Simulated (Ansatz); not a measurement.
Basis-set extrapolation for CH$_{5}$BO$_{2}$Si, SMILES `OC[SiH]1BO1` (PBE0-D4/def2-TZVP geometry, frozen core, Ansatz). Multiplicity 1, RHF reference.

```json
{"": "HF", "def2-TZVPP": "-504.221813", "def2-QZVPP": "-504.241100"}
{"": "MP2 correlation", "def2-TZVPP": "-0.859463", "def2-QZVPP": "-0.924087"}
{"": "CCSD(T) correlation", "def2-TZVPP": "-0.928261", "def2-QZVPP": "not run"}
```

Energies in hartree. Use E(X) = E(∞) + A·exp(−7.88·√X) for Hartree–Fock and E(X) = E(∞) + B·X^(−2.97) for correlation, with X = 3 and 4, and add CCSD(T) minus MP2 of the smaller set to the MP2 limit.

Q: What is the CCSD(T) energy at the basis-set limit?

A: HF limit: -504.241100 + (-0.019287) × 0.13774 = -504.24376. MP2 limit: -0.924087 + (-0.064624) × 0.74074 = -0.97196. Higher-order term: -0.928261 − (-0.859463) = -0.06880. Total: -505.28452 hartree, 84.4 kcal/mol below CCSD(T)/def2-TZVPP.
